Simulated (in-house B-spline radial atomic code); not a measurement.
Atomic self-consistent-field run: neutral fluorine. Computed with a B-spline radial code for spherical atoms: non-relativistic HSE06, spin-polarised, spherical fractional occupations, point nucleus.

Command:
```bash
python run_scf.py task.json out
```
Settings:
```
Z                9
configuration    [He] 2s2 2p5
hamiltonian      nr
method           hse06
spin_polarised   True
```

Output (hartree, bohr):
```
 radial grid: 52 intervals, B-splines of order 8, outer radius 50 bohr

 iter        energy (Eh)    residual
    1         -98.866695    1.58e-01
    2         -99.076353    1.27e-01
    3         -99.623865    1.37e-02
    4         -99.630257    2.48e-03
    5         -99.630364    4.41e-04
    6         -99.630369    2.79e-04
    7         -99.630371    9.23e-05
    8         -99.630371    6.62e-06
    9         -99.630371    1.89e-07
   10         -99.630371    6.26e-09

 total energy                       -99.63037
 kinetic                              99.3679
 electron-nucleus                   -238.4613
 Hartree                              49.6526
 exact exchange                       -2.3000
 exchange-correlation                 -7.8896

 orbital      occ     eigenvalue          <r>       <r^2>       <1/r>     <1/r^2>       r_max
 1s up      1.000       -24.8776     0.176471   0.0420256     8.61391     150.612      0.1146
 1s down    1.000       -24.8438     0.176259   0.0419057     8.62096     150.809      0.1146
 2s up      1.000        -1.2602     0.995411     1.20449     1.46755     9.04389      0.7628
 2s down    1.000        -1.1647      1.01065     1.24594     1.44557     8.76844      0.7678
 2p up      3.000        -0.5189      1.07549     1.53056     1.29026     2.47257      0.7051
 2p down    2.000        -0.3967      1.14153      1.7557     1.23847     2.31601      0.7205
```

Cost of the run: 0.23 s on 1 thread of Arm Neoverse V2, on a shared host.

Caution: exact exchange at fractional occupations of open shells leaves self-interaction of up to several eV.
